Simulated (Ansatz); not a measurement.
Potential energy curve for Au(Me)(CNMe), SMILES C[N+]#[C-]->[Au][CH3]. The C2–H11 bond (C2 also carries Au, H, H; H11 carries nothing else) is pulled apart rigidly from the PBE0/def2-SVP, def2 effective core potentials past Kr optimised geometry.

Methods: UKS-PBE0 = Ansatz (an electronic-structure program) with unrestricted PBE0/def2-SVP, def2 effective core potentials past Kr; RKS-PBE0 = Ansatz with restricted PBE0/def2-SVP, def2 effective core potentials past Kr; UKS-BLYP = Ansatz with unrestricted BLYP/def2-SVP, def2 effective core potentials past Kr; RKS-BLYP = restricted BLYP/def2-SVP, def2 effective core potentials past Kr (Ansatz); UKS-PBE = unrestricted PBE/def2-SVP, def2 effective core potentials past Kr in Ansatz; RKS-PBE = restricted PBE/def2-SVP, def2 effective core potentials past Kr in Ansatz.

Scanned distances (Å): 0.90, 0.97, 1.04, 1.07, 1.10, 1.14, 1.17, 1.25, 1.32, 1.46, 1.60, 1.82, 2.03, 2.34, 2.71, 3.17.

Where does the unrestricted solution first break spin symmetry (<S²> of 0.01 or more)?

UKS-PBE0: between 1.82 and 2.03 Å; UKS-BLYP: between 2.03 and 2.34 Å; UKS-PBE: between 2.03 and 2.34 Å.

| R / Å | <S²> UKS-PBE0 | E(RKS-PBE0) − E(UKS-PBE0) / eV | <S²> UKS-BLYP | E(RKS-BLYP) − E(UKS-BLYP) / eV | <S²> UKS-PBE | E(RKS-PBE) − E(UKS-PBE) / eV |
|---|---|---|---|---|---|---|
| 0.90 | 0.00 | 0.000 | 0.00 | 0.000 | 0.00 | 0.000 |
| 0.97 | 0.00 | 0.000 | 0.00 | 0.000 | 0.00 | 0.000 |
| 1.04 | 0.00 | 0.000 | 0.00 | 0.000 | 0.00 | 0.000 |
| 1.07 | 0.00 | 0.000 | 0.00 | 0.000 | 0.00 | 0.000 |
| 1.10 | 0.00 | 0.000 | 0.00 | 0.000 | 0.00 | 0.000 |
| 1.14 | 0.00 | 0.000 | 0.00 | 0.000 | 0.00 | 0.000 |
| 1.17 | 0.00 | 0.000 | 0.00 | 0.000 | 0.00 | 0.000 |
| 1.25 | 0.00 | 0.000 | 0.00 | 0.000 | 0.00 | 0.000 |
| 1.32 | 0.00 | 0.000 | 0.00 | 0.000 | 0.00 | 0.000 |
| 1.46 | 0.00 | 0.000 | 0.00 | 0.000 | 0.00 | 0.000 |
| 1.60 | 0.00 | 0.000 | 0.00 | 0.000 | 0.00 | 0.000 |
| 1.82 | 0.00 | 0.000 | 0.00 | 0.000 | 0.00 | 0.000 |
| 2.03 | 0.04 | 0.001 | 0.00 | 0.000 | 0.00 | 0.000 |
| 2.34 | 0.60 | 0.260 | 0.26 | 0.035 | 0.32 | 0.036 |
| 2.71 | 0.87 | 0.775 | 0.66 | 0.267 | 0.77 | 0.338 |
| 3.17 | 0.97 | 1.341 | 0.89 | 0.593 | 0.95 | 0.745 |
